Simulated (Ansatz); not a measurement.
One geometry of InH2(CCH) (C2H3In), several levels of theory.

```yaml
crystal:
  periodic: [false, false, false]
  atoms:
    - {symbol: In, position_ang: [0.691044, 1.196121, -0.001318]}
    - {symbol: H, position_ang: [2.411567, 1.092347, 0.033867]}
    - {symbol: H, position_ang: [-0.248819, 2.640820, -0.041356]}
    - {symbol: C, position_ang: [-0.367693, -0.626533, 0.004119]}
    - {symbol: C, position_ang: [-0.974464, -1.686915, 0.003369]}
    - {symbol: H, position_ang: [-1.511645, -2.615840, 0.001329]}
basis:
  gaussian: {orbitals: def2-SVP, initial_orbitals: start.molden}
hamiltonian: {xc: pbe0, dispersion: d4}
scf: {omitted_lower_state_checks: [starts]}
output: {orbitals: {seedname: orbitals}}
```

The file start.molden holds the orbitals of an earlier run on this structure, at another level or in another basis.

```sh
$ ansatz run in.yaml --threads 4 --pin off --events-out ev --progress --plain --max-ram 3916MiB
```

It prints (some lines left out):

```
Functional definition: PBE0
  name "PBE0"
  cite "Adamo & Barone, J. Chem. Phys. 110, 6158 (1999) doi:10.1063/1.478522"
  cite "Perdew, Burke & Ernzerhof, Phys. Rev. Lett. 77, 3865 (1996) doi:10.1103/PhysRevLett.77.3865"
  parent pbe
  parameter a = 0.25
  parameter kappa = 0.804
  parameter beta = 0.06672455060314922
  exchange = (1 - a)*pbe_x(kappa = kappa, mu = beta*pi^2/3) + a*exact_x
  correlation = pbe_c(beta = beta)
these checks for a lower state are left out or cut short: starts
784 factors; integrals over basis functions are off by at most 1.3e-3 eV
mean field evaluation 1: about -7289.0848 eV, gradient 2.9e1 eV
mean field evaluation 2: about -7289.2933 eV, gradient 2.4e-1 eV
mean field evaluation 4: about -7289.3874 eV, gradient 1.1e-3 eV
mean field -7289.38742123 eV, -267.8800468058 hartree, gradient 2.2e-5 eV, S^2 0.000000; 0 other end points of the search recorded, 0 dependent functions left out
reference -7289.38745512 eV, -267.8800480515 hartree; 18, 18 occupied and 51, 51 virtual orbitals, 784 factors
Total energy: -7289.46799568 eV, -267.8830078625 hartree
Checks for a lower state left out: starts
```

Run time 0.65 s (4 threads of Arm Neoverse V1 on a shared host).

The first input with `gaussian: {orbitals: def2-TZVPP, initial_orbitals: start.molden}`, `correlation: {method: ccsd_t}` and without the key `hamiltonian` (abridged; 16 s):

```
Functional definition: HF
mean field -7255.43390083 eV, -266.6322779459 hartree, gradient 2.0e-6 eV, S^2 0.000000
6 core orbitals not correlated: weight in the atoms' cores, before any rotation towards them, 1.000 or more for the frozen orbitals, at most 0.000 for the correlated occupied ones
second order -16.12527246 eV of doubles, -0.00000000 eV of singles
cycle   1  -15.85875794 eV  change    2.7e-1 eV  update   1.1e-1
cycle   2  -16.37325333 eV  change   -5.1e-1 eV  update   3.3e-2
cycle   3  -16.46189579 eV  change   -8.9e-2 eV  update   1.6e-2
cycle   4  -16.46100976 eV  change    8.9e-4 eV  update   4.0e-3
cycle   5  -16.46241284 eV  change   -1.4e-3 eV  update   1.4e-3
cycle   6  -16.46280539 eV  change   -3.9e-4 eV  update   4.4e-4
cycle   7  -16.46295447 eV  change   -1.5e-4 eV  update   1.5e-4
cycle   8  -16.46304653 eV  change   -9.2e-5 eV  update   6.2e-5
cycle   9  -16.46306555 eV  change   -1.9e-5 eV  update   2.2e-5
perturbative correction -0.70244269 eV, -0.0258142926 hartree
Total energy: -7272.59940907 eV, -267.2630987383 hartree
Checks for a lower state left out: starts
```

The first input with `hamiltonian: {xc: pbe, dispersion: d4}` (abridged; 0.45 s):

```
Functional definition: PBE
mean field -7289.18143684 eV, -267.8724770193 hartree, gradient 2.5e-5 eV, S^2 0.000000
Total energy: -7289.27659547 eV, -267.8759740343 hartree
Checks for a lower state left out: starts
```

As the first input, with `gaussian: {orbitals: def2-TZVP, initial_orbitals: start.molden}`, `hamiltonian: {xc: pbe}`, `correlation: {method: rpa}` and without the key `output` (abridged; 1.8 s):

```
Functional definition: PBE
mean field -7291.85888098 eV, -267.9708712765 hartree, gradient 3.0e-6 eV, S^2 0.000000
6 core orbitals not correlated: weight in the atoms' cores, before any rotation towards them, 1.000 or more for the frozen orbitals, at most 0.000 for the correlated occupied ones
Total energy: -7278.78576565 eV, -267.4904431495 hartree
Checks for a lower state left out: starts
```

The first input with `gaussian: {orbitals: def2-TZVP, initial_orbitals: start.molden}`, `hamiltonian: {xc: {name: BHLYP}, dispersion: d4}` (abridged; 1.1 s):

```
Functional definition: BHLYP
mean field -7291.29143891 eV, -267.9500181652 hartree, gradient 1.3e-5 eV, S^2 0.000000
Total energy: -7291.42559967 eV, -267.9549484819 hartree
Checks for a lower state left out: starts
```

As the first input, with `gaussian: {orbitals: def2-TZVP, initial_orbitals: start.molden}`, `hamiltonian: {xc: {name: revPBE}, dispersion: d4}` (abridged; 0.8 s):

```
Functional definition: revPBE
mean field -7295.63480670 eV, -268.1096339873 hartree, gradient 2.0e-5 eV, S^2 0.000000
Total energy: -7295.89418487 eV, -268.1191659593 hartree
Checks for a lower state left out: starts
```

The first input with `gaussian: {orbitals: def2-TZVP, initial_orbitals: start.molden}`, `hamiltonian: {xc: pbe, dispersion: d4}` (abridged; 0.8 s):

```
Functional definition: PBE
mean field -7291.85890974 eV, -267.9708723336 hartree, gradient 1.9e-5 eV, S^2 0.000000
Total energy: -7291.95407716 eV, -267.9743696715 hartree
Checks for a lower state left out: starts
```

Geometry: PBE-D4/def2-TZVP.

In the def2 sets In takes a core potential; there is no spin–orbit coupling. Correlated methods freeze 6 core orbitals; core or outer-core shells of In are correlated, in sets that lack core-valence functions.
